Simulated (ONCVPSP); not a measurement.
Transferability test, ONCV potential for iron

- Element: Fe
- Generator: ONCVPSP 4.0.1
- Type: optimised norm-conserving Vanderbilt (ONCV)
- Functional: LDA (Perdew-Zunger)
- Relativity: scalar-relativistic
- Frozen core: [Ne]
- Valence charge: 16
- Reference configuration: 3s2 3p6 3d6 4s2
- Partial waves: 3s+4s: rc 1.20 bohr, ncon 5, nbas 8, qcut 12.3 1/bohr, 2 projectors; 3p: rc 1.35 bohr, ncon 4, nbas 7, qcut 8.5 1/bohr, 2 projectors, debl 0.7 Ha; 3d: rc 0.90 bohr, ncon 4, nbas 8, qcut 12.4 1/bohr, 2 projectors, debl 2 Ha
- Local potential: polynomial inside 0.60 bohr (lpopt 5, dvloc0 6 Ha)
- Core correction: Teter function fitted to the true core (icmod 2), fcfact 0.2

In the p channel the program set the typed energies aside and used -2.202, 0.250 Ha.

Energies are relative to the spin-unpolarised reference configuration 3s2 3p6 3d6 4s2; without spin polarisation the order of configurations can differ from experiment.

```
valence configuration  charge  ΔE all-electron (eV)  error AE − PS (meV)
      3s2 3p6 3d6 4s1      +1                 8.981                 -0.3
      3s2 3p6 3d6 4s0      +2                25.473                  0.0
      3s2 3p6 3d4 4s0      +4               113.380                  +22
```

Q: What are ΔE and the potential's error for 3s2 3p6 3d5 4s0?

A: ΔE = 60.002 eV all-electron; the error (AE − PS) is -1.6 meV.
